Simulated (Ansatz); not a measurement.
Several settings on one geometry of `N#Cc1ccc(C23CC(C#N)(C2)C3)cc1` (that of the charge 0 singlet, r2SCAN-D4/def2-SVP). Ansatz on 4 threads of Arm Neoverse V1 on a shared host; times are rough.

```xyz
25

N     5.926   -0.642    0.079
C     4.767   -0.516    0.068
C     3.345   -0.361    0.054
C     2.635   -0.459   -1.161
C     1.253   -0.308   -1.168
C     0.548   -0.058    0.023
C    -0.929    0.101   -0.004
C    -1.871    0.379    1.200
C    -2.796    0.302   -0.050
C    -4.231    0.457   -0.078
N    -5.388    0.581   -0.103
C    -1.745    1.171   -0.799
C    -1.980   -0.946   -0.494
C     1.262    0.038    1.227
C     2.647   -0.111    1.250
H     3.180   -0.654   -2.088
H     0.707   -0.385   -2.114
H    -1.989   -0.431    1.937
H    -1.789    1.369    1.678
H    -1.742    1.085   -1.897
H    -1.644    2.214   -0.461
H    -1.992   -1.172   -1.572
H    -2.095   -1.850    0.124
H     0.723    0.232    2.159
H     3.200   -0.036    2.190
```

Totals from different functionals, basis sets or treatments of relativity can't be compared as stabilities.

The 6-31G sets use Cartesian d functions. LC-ωPBE has ω = 0.4 bohr⁻¹. Correlated methods freeze 15 core orbitals.

The spins typed aren't always the lowest for that charge.

Q: Give the basis size and estimate the energy, ⟨S²⟩, dipole and time of these runs.

```
run                   method  charge    state                                                                        further keys
  1           UKS B97/STO-3G       1  doublet                                       scf: {lower_state_search: full}; forces asked
  2  RKS LC-ωPBE/aug-cc-pVDZ       0  singlet  nuclear_model: gaussian; scf: {omitted_lower_state_checks: [starts]}; forces asked
  3      RKS PBE-QIDH/6-31G*       0  singlet                                                                        forces asked
  4  RKS ωB97M-V/def2-mTZVPP       0  singlet                                                                                   –
```

A: 
| run | functions | energy (Eh) | ⟨S²⟩ | dipole (D) | wall time |
| --- | --- | --- | --- | --- | --- |
| 1 | 85 | -602.8313 | 0.76 | – | 24 s |
| 2 | 435 | -610.4319 | – | 0.54 | 47 s |
| 3 | 245 | -609.8350 | – | 0.47 | 47 s |
| 4 | 345 | -610.7822 | – | – | 38 s |
